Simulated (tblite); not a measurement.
A tight-binding relaxation on `N#C[SiH2][Se]` [radical].

Computed with GFN2-xTB geometry optimisation, gas phase (tblite 0.8.0). Start geometry: from a force field or distance geometry. The input is one job of a driver script: a line of settings, then coordinates in Å.

Command:
```bash
OMP_NUM_THREADS=1 python probes_run.py task.json out
```

Input:
```
{"job": {"kind": "relax", "xc": "GFN2-xTB", "basis": "xTB"}, "charge": 0, "multiplicity": 2}
N      2.435500     0.348600     0.033300
C      1.297400     0.128200     0.006600
Si    -0.485500    -0.219100    -0.014800
Se    -1.660100     1.746600    -0.063800
H     -0.742600    -1.041500    -1.197800
H     -0.841500    -0.960800     1.215000
```

Output:
```
step      E/eV     max force
  0    -297.47903    2.969
  1    -297.33578    8.110
  2    -297.53311    0.338
  3    -297.53601    0.200
  4    -297.53798    0.106
  5    -297.53879    0.127
  6    -297.54029    0.163
  7    -297.54124    0.131
  8    -297.54189    0.077
  9    -297.54218    0.052
 10    -297.54240    0.045
 11    -297.54255    0.045
 12    -297.54267    0.037
 13    -297.54276    0.024
 14    -297.54284    0.027
 15    -297.54291    0.029
 16    -297.54296    0.024
 17    -297.54299    0.014
 18    -297.54300    0.016
 19    -297.54302    0.019
 20    -297.54306    0.028
 21    -297.54311    0.032
 22    -297.54315    0.019
 23    -297.54316    0.007
```

«max force» is the largest atomic force in eV/Å.

Task: From which step on does the largest force stay under 0.1 eV/Å, and how much energy is left to gain from there?

Result: From step 8 (0.077 eV/Å), 1.3 meV above the end.

In short: energy lowered by 1.5 kcal/mol over 23 steps; largest atomic force 0.007 eV/Å at the end.

Task: Give the final coordinates.

Result: 0.038 Å rms from the input after alignment:
```
atom  x, y, z in Å
N1     2.4274    0.3689    0.0371
C2     1.3086    0.1308    0.0207
Si3   -0.5226   -0.2482   -0.0069
Se4   -1.6192    1.7209   -0.0833
H5    -0.7713   -1.0147   -1.2221
H6    -0.8198   -0.9558    1.2329
```

Time: under 0.1 s wall. Hardware: one thread, Arm Neoverse V2 (aarch64), no GPU (shared host).
Labels such as C1 count atoms from 1, the log's own numbers from 0.
